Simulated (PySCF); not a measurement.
# Ag: excitation energy

Ag [Kr] 4d10 5s1 (2S) → Ag [Kr] 4d9 5s2 (2D), as a difference of total energies. Computed with PySCF 2.14 in dyall-v2z, with scalar relativity by spin-free X2C-1e. Correlated levels: valence: [Kr] frozen; virtual orbitals above 40 to 60 times the deepest correlated orbital energy dropped. The calculations carry no spin-orbit coupling.

```tsv
method	excitation energy (eV)
UHF	3.728
LDA	4.123
PBE	4.078
PBE0	4.104
r2SCAN	4.096
M06-2X	4.075
PW91	4.088
MN15	3.972
MP2 (valence)	4.264
SCS-MP2 (valence)	4.067
```

Errors of the correlated levels include the incompleteness of this basis and the frozen core.

Task: Which method comes closest to the reference value, and which is furthest?

Result: The reference is 3.971 eV (measured; NIST levels, between the centres of gravity of the two terms). Closest: MN15 (error 0.001 eV); furthest: MP2 (valence) (error 0.293 eV).
